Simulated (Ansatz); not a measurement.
## Match the barriers

Saddle point of Si$_{2}$H$_{4}$OF$_{2}$, singlet (SiH₄O ([OH][SiH3]) + SiF₂ → Si₂H₄OF₂ ([F][SiH]([F])[O][SiH3]); bonds formed: Si1–H4; dative contacts that become bonds: Si1–O5; bonds broken: H4–O5), PBE0-D4/def2-TZVP structure:

```
9
angstrom
Si -1.4349 -1.1942 0.0167
F -0.4134 -2.0577 0.8982
F -1.4345 -1.9509 -1.3879
H -1.5724 0.4296 0.2446
O -0.4715 0.2954 -0.3159
Si 1.0298 0.9769 0.0618
H 1.0080 2.3738 -0.4259
H 1.2160 0.9450 1.5308
H 2.0727 0.1822 -0.6226
```

Program: Ansatz 0.2.0. Basis: def2-TZVPP, with def2-QZVPP for the basis limit. Cores are frozen in the correlated methods. Extrapolation: Hartree–Fock as exp(−7.88 √X), correlation as X^−2.97. Four methods, as single points on the PBE0-D4 structures, gave these electronic barriers from the start structure: 21.68, 25.16, 27.85, 38.54 kcal/mol.

**Question.** The methods were, in alphabetical order, CCSD(T), HF, PBE-D4, PBE0-D4. Which gave which? (Judge from chemistry; the calculation decides.)

**Answer.** Computed: PBE-D4 21.68; PBE0-D4 25.16; CCSD(T) 27.85; HF 38.54 kcal/mol. For comparison, CCSD(T) at an estimated basis limit (MP2 extrapolated from triple and quadruple zeta, plus CCSD(T) − MP2 in triple zeta) gives 27.56 kcal/mol.

No T1 diagnostic of these runs exceeds 0.015. The restricted Hartree–Fock reference is unstable towards an unrestricted one at one or more of these structures.

Losses and insertions of silylenes and their heavier kin drive the gas-phase chemistry of silicon and germanium vapour deposition.

Labels in which every atom is bracketed show which atoms are joined, not bond orders.

For scale, one of the runs: CCSD(T)/def2-TZVPP, 233 basis functions, launched by `ansatz run in.yaml --threads 4 --pin off --events-out ev --progress --plain --max-ram 9574MiB`. Hardware: 4 CPU threads of an Arm Neoverse V2, shared host. Wall time 120 s; peak host memory 4.1 GiB.
